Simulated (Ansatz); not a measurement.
```yaml
crystal:
  periodic: [false, false, false]
  atoms:
    - {symbol: C, position_ang: [0.927086, -0.899338, 1.430360]}
    - {symbol: C, position_ang: [0.523251, -0.429556, 0.023597]}
    - {symbol: C, position_ang: [0.655709, 0.839830, -0.513135]}
    - {symbol: C, position_ang: [-0.135340, 1.635180, -1.229699]}
    - {symbol: Si, position_ang: [-1.031514, 0.196638, -0.825687]}
    - {symbol: F, position_ang: [-2.260605, 0.218981, 0.167866]}
    - {symbol: H, position_ang: [1.515573, -0.335572, 1.902960]}
    - {symbol: H, position_ang: [-0.093401, -0.947708, 2.031365]}
    - {symbol: H, position_ang: [1.221685, -1.942470, 1.306013]}
    - {symbol: H, position_ang: [0.241870, 2.154464, -2.158505]}
    - {symbol: H, position_ang: [-1.485670, -0.530945, -2.013658]}
basis:
  gaussian: {orbitals: "6-311G**", final_grid: {core_spheres: 8, valence_spheres: 7, degree: 23}}
hamiltonian: {xc: {name: r2SCAN}, dispersion: d3bjatm}
scf: {lower_state_search: light}
output: {forces: true}
```

```sh
$ ansatz run in.yaml --threads 4 --pin off --events-out ev --progress --plain --max-ram 10444MiB
```

Shortened log:

```
Error: <dir> can't be read: No such file or directory (os error 2)
```
